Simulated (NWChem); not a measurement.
Species: Si2H4Cl2; SMILES [SiH2]([SiH2]Cl)Cl

```xyz
8

Si     0.7761     0.8758     0.0000
Cl    -0.3083     2.6504     0.0000
Si    -0.7761    -0.8758     0.0000
Cl     0.3083    -2.6504     0.0000
H      1.6355     0.8346    -1.2174
H      1.6355     0.8346     1.2174
H     -1.6355    -0.8346    -1.2174
H     -1.6355    -0.8346     1.2174
```
Atoms are numbered in this order, from 1.

Results from NWChem. The geometry was optimised at PBE0/def2-SVP. Isolated, static molecule.

GIAO at LDA (Slater exchange, VWN5)/pcSseg-1: principal shieldings of Si1 are 297.3, 302.6, 429.4 ppm; an isolated tetramethylsilane molecule has σ = 318.2 ppm at the same levels.

**Question.** Find the isotropic 29Si shift, its principal values, the span and the skew.

**Answer.** 
1. σ(iso) = one third of the sum = 343.1 ppm.
2. δ = σ(reference) − σ = -24.9 ppm against tetramethylsilane.
3. δ11, δ22, δ33 = 20.9, 15.6, -111.2 ppm.
4. Span Ω = δ11 − δ33 = 132.1 ppm; skew κ = 3(δ22 − δ(iso))/Ω = 0.92.
